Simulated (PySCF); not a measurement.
# How methods differ on the excitation energy of Ho+

Ho+ [Xe] 4f11 6s1 (high-spin determinant) → Ho+ [Xe] 4f11 5d1 (high-spin determinant), as a difference of total energies. Calculation: PySCF 2.14, in x2c-TZVPPall with one added diffuse shell each of s, p, d, f type (12s8p8d5f2g, 129 functions); scalar relativity by spin-free X2C-1e. Correlated levels: valence: [Kr] 4d10 frozen; valence and next inner shell: [Ar] 3d10 frozen. The calculations carry no spin-orbit coupling.

```
                                method  excitation energy (cm⁻¹)
                                   UHF                     17633
                                   LDA                     17742
                                   PBE                     16737
                                  PBE0                     16226
                                r2SCAN                     15490
                         MP2 (valence)                     17179
                     SCS-MP2 (valence)                     17513
    MP2 (valence and next inner shell)                     17429
SCS-MP2 (valence and next inner shell)                     17750
```

A first-order spin-orbit estimate (lowest level to lowest level, LS coupling) adds 0.092 eV.

The determinant of the upper state and of the lower state mixes LS terms, which raises its energy above the lowest term, most at the Hartree-Fock and MP2 levels.
